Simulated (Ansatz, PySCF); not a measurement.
Breaking the Al1–H2 bond in AlH5Si (SMILES [AlH2][SiH3]) (multiplicity 1 held, fragments rigid). Energies count from the point at 1.583 Å.
Geometry at that point (charge 0, multiplicity 1):
```json
[
 {"atom": "Al", "x (Å)": "0.0339", "y (Å)": "-0.6045", "z (Å)": "-1.1593"},
 {"atom": "H", "x (Å)": "-1.2881", "y (Å)": "-0.7373", "z (Å)": "-2.0206"},
 {"atom": "H", "x (Å)": "1.3858", "y (Å)": "-1.1878", "z (Å)": "-1.7414"},
 {"atom": "Si", "x (Å)": "-0.0279", "y (Å)": "0.5276", "z (Å)": "1.0239"},
 {"atom": "H", "x (Å)": "-0.0393", "y (Å)": "2.0039", "z (Å)": "0.8270"},
 {"atom": "H", "x (Å)": "1.1451", "y (Å)": "0.2081", "z (Å)": "1.8784"},
 {"atom": "H", "x (Å)": "-1.2539", "y (Å)": "0.1849", "z (Å)": "1.7925"}
]
```

Unrestricted levels (U-) break spin symmetry where that is lower. Curves can end on different states.

Correlated levels freeze the cores. Rows in 6-31G* carry no dispersion term and start afresh at each structure (6-31G* with six Cartesian d functions).

Programs: Ansatz (a program for electronic structure); PySCF for 6-31G* rows. Each number belongs to the level named beside it.

Question: What is the computed energy at R = 5.067 Å (U-SCS-MP2/cc-pV(T+d)Z)?

Answer: 85.5 kcal/mol

Question: What is the computed energy at R = 5.067 Å (U-PBE/cc-pV(T+d)Z)?

Answer: 80.1 kcal/mol

Question: Predict the energy at R = 5.067 Å from R-HF/6-31G*.

Answer: 157.2 kcal/mol

Doubts at one or more of the structures used: a restricted determinant that unrestricted orbitals would lower (R-HF/6-31G*); a spin-contaminated determinant (U-PBE/cc-pV(T+d)Z, U-SCS-MP2/cc-pV(T+d)Z).
